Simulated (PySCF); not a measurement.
PySCF job for C₂H₅FN₂Si, SMILES N[Si@@H]1C=N[C@@H]1F, TDDFT-ωB97X/def2-SVPD. Geometry optimised at PBE-D3(BJ)/def2-SVP. The structure was generated by enumeration; whether it is a known compound was not checked. One conformer was computed; it need not be the lowest.

```python
import numpy as np
from pyscf import gto, scf, dft, tdscf

mol = gto.M(
    atom='''
    N     2.01305111    0.53115335    0.45756177
    Si    0.40552672    0.88949251   -0.06087838
    C    -1.03465093    0.50016394    1.12881467
    N    -1.56114053   -0.47081816    0.44036205
    C    -0.71972516   -0.53404586   -0.78123523
    F    -0.11540558   -1.77535871   -0.89798547
    H     2.26173639   -0.39036952    0.82230701
    H     2.81876658    1.01802055    0.06345675
    H     0.48960021    2.23955777   -0.72952772
    H    -1.49070487    0.81444672    2.09018119
    H    -1.35523964   -0.37537718   -1.68319395
    ''',
    basis='def2-SVPD',
    charge=0,
    spin=0,
    max_memory=1600,
    verbose=4,
)
mf = dft.RKS(mol, xc='wb97x').density_fit(auxbasis='def2-universal-jkfit')
mf.grids.level = 3
mf.conv_tol = 1e-9
mf.max_cycle = 100
mf.kernel()
mf.grids = dft.Grids(mol).set(level=1).build(with_non0tab=True)  # coarser grid for the response kernel
td = tdscf.TDDFT(mf)
td.singlet = True
td.nstates = 10
td.conv_tol = 1e-4
td.positive_eig_threshold = 1e-6
td.kernel(x0=td.get_init_guess(mf, 15))
td.analyze()
tt = tdscf.TDA(mf)
tt.singlet = False
tt.nstates = 4
tt.conv_tol = 1e-4
tt.positive_eig_threshold = 1e-6
tt.kernel(x0=tt.get_init_guess(mf, 9))
tt.analyze(verbose=3)
```

Log of the run:

```
PySCF version 2.14.0

[INPUT] verbose = 4
[INPUT] num. atoms = 11
[INPUT] num. electrons = 54
[INPUT] charge = 0
[INPUT] spin (= nelec alpha-beta = 2S) = 0
[INPUT] symmetry False subgroup None
[INPUT] Mole.unit = angstrom
[INPUT] Symbol           X                Y                Z      unit          X                Y                Z       unit  Magmom
[INPUT]  1 N      2.013051110000   0.531153350000   0.457561770000 AA    3.804115272652   1.003734361645   0.864666430371 Bohr   0.0
[INPUT]  2 Si     0.405526720000   0.889492510000  -0.060878380000 AA    0.766334436993   1.680897233752  -0.115043465107 Bohr   0.0
[INPUT]  3 C     -1.034650930000   0.500163940000   1.128814670000 AA   -1.955206892227   0.945172863983   2.133150571691 Bohr   0.0
[INPUT]  4 N     -1.561140530000  -0.470818160000   0.440362050000 AA   -2.950128043658  -0.889717376872   0.832163670152 Bohr   0.0
[INPUT]  5 C     -0.719725160000  -0.534045860000  -0.781235230000 AA   -1.360083437359  -1.009200413358  -1.476320623562 Bohr   0.0
[INPUT]  6 F     -0.115405580000  -1.775358710000  -0.897985470000 AA   -0.218084939447  -3.354941734761  -1.696946602139 Bohr   0.0
[INPUT]  7 H      2.261736390000  -0.390369520000   0.822307010000 AA    4.274062343062  -0.737691480178   1.553935039210 Bohr   0.0
[INPUT]  8 H      2.818766580000   1.018020550000   0.063456750000 AA    5.326696845277   1.923780028679   0.119915878255 Bohr   0.0
[INPUT]  9 H      0.489600210000   2.239557770000  -0.729527720000 AA    0.925210307430   4.232150825442  -1.378607591078 Bohr   0.0
[INPUT] 10 H     -1.490704870000   0.814446720000   2.090181190000 AA   -2.817023936855   1.539081243850   3.949869999817 Bohr   0.0
[INPUT] 11 H     -1.355239640000  -0.375377180000  -1.683193950000 AA   -2.561031752754  -0.709360063612  -3.180775580025 Bohr   0.0

nuclear repulsion = 291.421415138499
number of shells = 71
number of NR pGTOs = 245
number of NR cGTOs = 167
basis = def2-SVPD
ecp = {}


[settings echo left out]
init E= -578.255634592774
  HOMO = -0.260086083842083  LUMO = -0.0685540177504351  gap/eV = 5.21185
cycle= 1 E= -577.581575350451  delta_E= 0.674  |g|= 0.614  |ddm|= 4.22
  HOMO = -0.334892083225751  LUMO = 0.0234791182835465  gap/eV = 9.75178
cycle= 2 E= -577.58918605893  delta_E= -0.00761  |g|= 0.67  |ddm|= 1.33
  HOMO = -0.354390212043233  LUMO = 0.0307728355663235  gap/eV = 10.48082
cycle= 3 E= -577.668037112855  delta_E= -0.0789  |g|= 0.05  |ddm|= 0.574
  HOMO = -0.350375881623618  LUMO = 0.0359092509502785  gap/eV = 10.51135
cycle= 4 E= -577.668741634636  delta_E= -0.000705  |g|= 0.0262  |ddm|= 0.119
  HOMO = -0.353720711337815  LUMO = 0.0356565760110144  gap/eV = 10.59550
cycle= 5 E= -577.668908202427  delta_E= -0.000167  |g|= 0.00908  |ddm|= 0.0604
  HOMO = -0.353224962936094  LUMO = 0.0357086475094102  gap/eV = 10.58342
cycle= 6 E= -577.668933168461  delta_E= -2.5e-05  |g|= 0.00294  |ddm|= 0.0194
  HOMO = -0.353379698849158  LUMO = 0.0356822389137337  gap/eV = 10.58691
cycle= 7 E= -577.668935687242  delta_E= -2.52e-06  |g|= 0.00104  |ddm|= 0.00686
  HOMO = -0.35330554734007  LUMO = 0.0357493028683566  gap/eV = 10.58672
cycle= 8 E= -577.668936252012  delta_E= -5.65e-07  |g|= 0.000482  |ddm|= 0.00381
  HOMO = -0.353396861357979  LUMO = 0.0357016931123009  gap/eV = 10.58791
cycle= 9 E= -577.668936352883  delta_E= -1.01e-07  |g|= 0.000155  |ddm|= 0.00131
  HOMO = -0.353396587200284  LUMO = 0.0357040120628245  gap/eV = 10.58797
cycle= 10 E= -577.668936372455  delta_E= -1.96e-08  |g|= 5.38e-05  |ddm|= 0.000537
  HOMO = -0.353393237682344  LUMO = 0.0357108717122983  gap/eV = 10.58806
cycle= 11 E= -577.668936375855  delta_E= -3.4e-09  |g|= 2.64e-05  |ddm|= 0.000216
  HOMO = -0.353395693980348  LUMO = 0.0357067228131931  gap/eV = 10.58802
cycle= 12 E= -577.668936376642  delta_E= -7.87e-10  |g|= 1.38e-05  |ddm|= 0.000114
  HOMO = -0.353394891257198  LUMO = 0.0357085073341867  gap/eV = 10.58804
Extra cycle  E= -577.668936376775  delta_E= -1.33e-10  |g|= 1.22e-05  |ddm|= 3.72e-05
converged SCF energy = -577.668936376775
tot grids = 44672
Overwritten attributes  positive_eig_threshold  of <class 'pyscf.tdscf.rks.TDDFT'>


******** <class 'pyscf.tdscf.rks.TDDFT'> for <class 'pyscf.df.df_jk.DFRKS'> ********
nstates = 10 singlet
deg_eia_thresh = 1.000e-03
wfnsym = None
conv_tol = 0.0001
eigh lindep = 1e-12
eigh level_shift = 0
eigh max_cycle = 100


Excitation energies (eV)
[4.21007206 5.47977836 6.90373865 7.09050465 7.19480522 7.6447524
 7.76047409 7.80529697 7.85039847 8.15057032]

** Singlet excitation energies and oscillator strengths **
Excited State   1:      4.21007 eV    294.49 nm  f=0.0004
      26 -> 28        0.21164
      27 -> 28        0.64951
      27 -> 29       -0.11237
Excited State   2:      5.47978 eV    226.26 nm  f=0.0004
      25 -> 28       -0.18062
      26 -> 28        0.62213
      27 -> 28       -0.22371
Excited State   3:      6.90374 eV    179.59 nm  f=0.0256
      24 -> 28        0.13499
      25 -> 28        0.19354
      26 -> 29        0.40535
      26 -> 31        0.10268
      27 -> 29       -0.37896
      27 -> 30        0.19686
      27 -> 31       -0.15299
Excited State   4:      7.09050 eV    174.86 nm  f=0.0139
      25 -> 28        0.26953
      26 -> 28        0.10134
      26 -> 29        0.27017
      27 -> 29        0.12470
      27 -> 30       -0.50189
Excited State   5:      7.19481 eV    172.32 nm  f=0.0189
      25 -> 28        0.12688
      26 -> 29        0.21470
      27 -> 29        0.35446
      27 -> 30        0.36574
      27 -> 31        0.23726
      27 -> 33        0.22808
      27 -> 34       -0.11390
Excited State   6:      7.64475 eV    162.18 nm  f=0.0671
      23 -> 28        0.19491
      24 -> 28       -0.16257
      25 -> 28        0.40858
      26 -> 29       -0.19912
      26 -> 30       -0.36495
      26 -> 31       -0.11946
      27 -> 32        0.10308
Excited State   7:      7.76047 eV    159.76 nm  f=0.0257
      24 -> 28        0.31089
      26 -> 30       -0.34625
      27 -> 29       -0.14185
      27 -> 31        0.41522
      27 -> 32       -0.16907
Excited State   8:      7.80530 eV    158.85 nm  f=0.0320
      23 -> 28        0.12884
      24 -> 28       -0.12505
      25 -> 28        0.20986
      26 -> 29       -0.12407
      26 -> 30        0.38880
      27 -> 29       -0.13602
      27 -> 31        0.31998
      27 -> 32       -0.13278
      27 -> 33       -0.23813
Excited State   9:      7.85040 eV    157.93 nm  f=0.0473
      24 -> 28        0.46371
      25 -> 28        0.17922
      25 -> 29        0.12919
      26 -> 29       -0.18538
      26 -> 30        0.18701
      26 -> 31       -0.15407
      26 -> 34        0.15376
      27 -> 31       -0.19534
Excited State  10:      8.15057 eV    152.12 nm  f=0.0182
      19 -> 28       -0.12845
      20 -> 28        0.11939
      23 -> 28       -0.52499
      25 -> 28        0.16212
      25 -> 29        0.10677
      26 -> 31       -0.22938
      26 -> 34        0.13885

** Transition electric dipole moments (AU) **
state          X           Y           Z        Dip. S.      Osc.
  1        -0.0355     -0.0544      0.0043      0.0042      0.0004
  2         0.0440      0.0153      0.0313      0.0032      0.0004
  3        -0.1544     -0.0377     -0.3552      0.1514      0.0256
  4         0.0498     -0.1762     -0.2150      0.0797      0.0139
  5        -0.0370     -0.3089     -0.1014      0.1071      0.0189
  6        -0.4932     -0.2650     -0.2110      0.3580      0.0671
  7        -0.0751      0.3533      0.0685      0.1351      0.0257
  8         0.3460      0.0924     -0.1972      0.1671      0.0320
  9         0.3865      0.2449      0.1919      0.2462      0.0473
 10        -0.1030     -0.1129     -0.2601      0.0910      0.0182

** Transition velocity dipole moments (imaginary part, AU) **
state          X           Y           Z        Dip. S.      Osc.
  1        -0.0071     -0.0064     -0.0006      0.0001      0.0004
  2         0.0063      0.0022      0.0050      0.0001      0.0002
  3        -0.0400     -0.0082     -0.0926      0.0102      0.0269
  4         0.0147     -0.0445     -0.0533      0.0050      0.0129
  5        -0.0098     -0.0865     -0.0262      0.0083      0.0208
  6        -0.1446     -0.0757     -0.0565      0.0298      0.0708
  7        -0.0226      0.0978      0.0185      0.0104      0.0244
  8         0.1026      0.0301     -0.0605      0.0151      0.0351
  9         0.1111      0.0675      0.0504      0.0194      0.0449
 10        -0.0318     -0.0356     -0.0816      0.0089      0.0199

** Transition magnetic dipole moments (imaginary part, AU) **
state          X           Y           Z
  1        -0.0965      0.7652      0.8460
  2         0.1988     -0.3072      0.4540
  3         0.1948     -0.8995      0.2647
  4        -1.2862      0.4110     -0.5768
  5         0.5911     -0.9334      0.1729
  6        -0.4755      0.3562     -0.5637
  7         0.1521     -0.3983     -0.3134
  8        -0.0287     -0.0170      0.2992
  9         0.3432     -0.4782      0.9159
 10         0.7529      0.3952     -0.6847
Overwritten attributes  positive_eig_threshold  of <class 'pyscf.tdscf.rks.TDA'>


******** <class 'pyscf.tdscf.rks.TDA'> for <class 'pyscf.df.df_jk.DFRKS'> ********
nstates = 4 triplet
deg_eia_thresh = 1.000e-03
wfnsym = None
conv_tol = 0.0001
eigh lindep = 1e-12
eigh level_shift = 0
eigh max_cycle = 100


Excitation energies (eV)
[3.44358251 4.69134462 5.31816448 6.53874106]

** Triplet excitation energies and oscillator strengths **
Excited State   1:      3.44358 eV    360.04 nm  f=0.0000
Excited State   2:      4.69134 eV    264.28 nm  f=0.0000
Excited State   3:      5.31816 eV    233.13 nm  f=0.0000
Excited State   4:      6.53874 eV    189.61 nm  f=0.0000
```

The calculation finished and met its thresholds.
